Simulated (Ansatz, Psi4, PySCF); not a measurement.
C$_{4}$H$_{5}$ (SMILES [CH2-]C#CC), charge -1, singlet, at a GFN2-xTB geometry. Base run: PySCF with WB97X/6-311G**.

PySCF was given this input:
```python
from pyscf import gto, scf, dft

mol = gto.M(
    atom='''
C    -0.02689703    0.01898413    2.00101260
C    -0.00904766   -0.04049079    0.66114669
C     0.00789498   -0.42450959   -0.53346907
C     0.02444904    0.23607485   -1.86598431
H    -0.95631018    0.02398960    2.57125672
H     0.88696065    0.03044252    2.59575182
H    -0.01375398    1.34661131   -1.85047335
H     0.93433358   -0.04072948   -2.41968026
H    -0.82962597   -0.10066542   -2.47309051
''',
    basis='6-311g**',
    charge=-1,
    verbose=4,
)

mf = dft.RKS(mol)
mf.xc = 'wb97x'
mf.kernel()
```

The same geometry, method and basis name were run in Ansatz (a first-principles code) and Psi4 and PySCF, at each program's defaults and at the settings that a row names. The base is PySCF at its defaults. Differences at the defaults can come from grids, fitting, cores and function types together.

| code and settings | ΔE vs base (mEh) | basis functions | E (Eh) | SCF cycles |
|---|---|---|---|---|
| PySCF, defaults (exact integrals, its default grid, spherical functions) | 0.000 | 102 | -155.31850 | 11 |
| Psi4, defaults (density fitting with its default set, its default grid, spherical functions) | ? | 102 | ? | 9 |
| Ansatz, defaults (factorised integrals, its default grid, spherical functions) | 0.003 | 102 | -155.31850 | - |
| PySCF, density fitting with def2-universal-jkfit | ? | 102 | ? | 11 |
| PySCF, fine grid | 0.005 | 102 | -155.31850 | 11 |
| Psi4, exact integrals, spherical functions, fine grid | 0.004 | 102 | -155.31850 | 13 |
| Ansatz, high accuracy | 0.004 | 102 | -155.31850 | - |

Question: Some entries are withheld; supply them.

Answer: 
- Psi4, defaults (density fitting with its default set, its default grid, spherical functions), ΔE vs base (mEh): -0.112
- Psi4, defaults (density fitting with its default set, its default grid, spherical functions), E (Eh): -155.31862
- PySCF, density fitting with def2-universal-jkfit, ΔE vs base (mEh): -0.057
- PySCF, density fitting with def2-universal-jkfit, E (Eh): -155.31856
